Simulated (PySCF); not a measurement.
## Computed structure and properties of Y2S3

System: Y2S3 (singlet); start: displaced along the imaginary mode (C2v). Method: PySCF 2.14.0, RKS PBE0, Y def2-SVP with ECP28, S def2-SVP; non-relativistic Hamiltonian with scalar-relativistic core potentials where named; density fitting; no spin-orbit coupling.

Input of the relaxation:

```python
mol = gto.M(atom='''
Y     -0.10620    -0.00971     2.60566
Y     -0.10620    -0.00971    -2.60566
S      0.24896     0.02277     0.00000
S      0.17082     0.01563     4.92705
S      0.17082     0.01563    -4.92705''',
    basis={'Y': 'def2-SVP', 'S': 'def2-SVP'},
    ecp={'Y': 'def2-SVP'},
    charge=0, spin=0)
mf = dft.RKS(mol, xc='PBE0')
mf.grids.atom_grid = (50, 194)
mf = mf.density_fit()  # fitting sets: Y def2-universal-JKFIT, S def2-universal-JKFIT
mf.conv_tol = 1e-08; mf.max_cycle = 55
mf.kernel(dm0)  # dm0: converged density of the start geometry
# quasi-Newton relaxation in Cartesian coordinates to a largest gradient under 0.00045 Eh/bohr, steps kept in the point group
```

Run from Python with OMP_NUM_THREADS=2; the lines above give its settings. Where DIIS fails, smearing, a level shift and second-order steps follow.
It took 88 s on 2 threads of AMD EPYC 9R45 96-Core Processor (Zen 5), with other jobs on the host, from the converged density of the start.

Course of the relaxation:

| step | energy above end (eV) | largest force component within the symmetry (eV/Å) |
| --- | --- | --- |
| 0 | 0.7109 | 0.451 |
| 1 | 0.6731 | 0.207 |
| 2 | 0.5544 | 0.372 |
| 3 | 0.4358 | 0.732 |
| 4 | 0.3633 | 1.119 |
| 5 | 0.2785 | 0.605 |
| 6 | 0.2383 | 0.234 |
| 7 | 0.2181 | 0.154 |
| 25 | 0.0021 | 0.097 |
| 26 | 0.0004 | 0.031 |
| 27 | 0.0001 | 0.016 |
| 28 | 0.0001 | 0.041 |
| 29 | 0.0000 | 0.012 |
| 30 | 0.0000 | 0.008 |
(The steps between are left out.)

Relaxed geometry (C2v):

```xyz
5

Y    -0.6183   -0.0566    2.3087
Y    -0.6183   -0.0566   -2.3087
S    -1.6642   -0.1522    0.0000
S     1.6395    0.1500    2.6678
S     1.6395    0.1500   -2.6678
```

```csv
contact,Å
Y1–S3 (S),2.536
Y1–S4 (S),2.295
Y2–S5 (S),2.295
```

On the finer grid (75, 302):

The HOMO is -5.69 eV and the LUMO is -2.54 eV. The dipole about the centre of mass is 12.13 D and the set of Mulliken populations of Y1 outside the core potential is s 2.31, p 6.33, d 1.66, f 0.07. The D3(BJ) dispersion energy (not in the energies) is -0.283 eV.

```json
{"atom": "Y1", "Mulliken (e)": "0.63", "Löwdin (e)": "-0.06", "spin (e)": "0.00"}
{"atom": "Y2", "Mulliken (e)": "0.63", "Löwdin (e)": "-0.06", "spin (e)": "0.00"}
{"atom": "S3", "Mulliken (e)": "-0.62", "Löwdin (e)": "0.05", "spin (e)": "0.00"}
{"atom": "S4", "Mulliken (e)": "-0.32", "Löwdin (e)": "0.04", "spin (e)": "0.00"}
{"atom": "S5", "Mulliken (e)": "-0.32", "Löwdin (e)": "0.04", "spin (e)": "0.00"}
```

On the grid (50, 194), as all that follows. Harmonic modes: 1 unstable but soft, so probably a saddle point, though modes this soft are near the noise (counted below −25 cm⁻¹); lowest -30 cm⁻¹ (negative: unstable), highest 502 cm⁻¹, zero-point energy 0.117 eV.

Rigid scan of S along the line from its metal:

| distance to S3 (Å) | energy (eV) |
| --- | --- |
| 2.24 | 0.760 |
| 2.34 | 0.308 |
| 2.44 | 0.071 |
| 2.54 | 0.000 |
| 2.64 | 0.062 |
| 2.74 | 0.233 |
| 2.84 | 0.500 |
| 2.99 | 1.056 |

One start shape was tried, so this needn't be the lowest isomer.
